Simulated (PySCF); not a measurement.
**Frontier levels across methods**

Compound: CH7BN2O.
Z-matrix (Å and degrees, PBE0-D3(BJ)/def2-SVP geometry), rows numbered from 1:
```
N 
B   1  1.4145
N   2  1.4121  1  123.40
C   2  1.5974  1  120.28  3   179.70
O   4  1.4191  2  113.64  1  -163.22
H   1  1.0100  2  124.27  3     4.24
H   1  1.0093  2  122.27  3  -177.24
H   3  1.0116  2  118.72  1  -173.15
H   3  1.0095  2  125.74  1    -3.33
H   4  1.1048  2  108.54  1    78.94
H   4  1.1111  2  111.54  1   -36.25
H   5  0.9626  4  106.79  2    57.68
```

Basis pcSseg-2 throughout (PySCF), one geometry. Geometry: PBE0-D3(BJ)/def2-SVP, one conformer, isolated molecule.

Question: How do the orbital energies, the gap and the dipole change with the method?

Answer: 
```csv
method,kind,HOMO (eV),LUMO (eV),gap (eV),μ (D),SCF cycles
BLYP,GGA,-5.52,-0.36,5.16,2.48,16
OPBE,GGA,-5.56,-0.19,5.38,2.40,15
B97-D,GGA,-5.62,-0.18,5.44,2.45,15
PBE,GGA,-5.63,-0.33,5.31,2.46,15
KT3,GGA,-5.70,-0.52,5.18,2.39,14
KT2,GGA,-5.71,-0.34,5.37,2.41,15
BP86,GGA,-5.74,-0.18,5.56,2.46,15
LDA,LDA,-5.81,-0.42,5.39,2.52,15
B3LYP,global hybrid,-6.80,0.07,6.87,2.51,13
HF,Hartree–Fock,-10.46,2.54,13.00,2.55,10
```

The HOMO spans 4.94 eV, from BLYP down to HF, and the gap runs from 5.16 eV (BLYP) to 13.00 eV (HF). Over the methods BLYP (0 %), OPBE (0 %), B97-D (0 %), PBE (0 %), KT3 (0 %), KT2 (0 %), BP86 (0 %), LDA (0 %), B3LYP (20 %), HF (100 %), a straight line through the gap against the share of exact exchange rises by 0.77 eV for each 10 % (correlation coefficient 0.999). The dipole ranges from 2.39 D (KT3) to 2.55 D (HF). This basis has no diffuse functions.

The vertical ΔSCF ionisation energy at CAM-B3LYP/def2-SVPD is 9.48 eV; −ε(HOMO) comes closest to it with HF (10.46 eV).
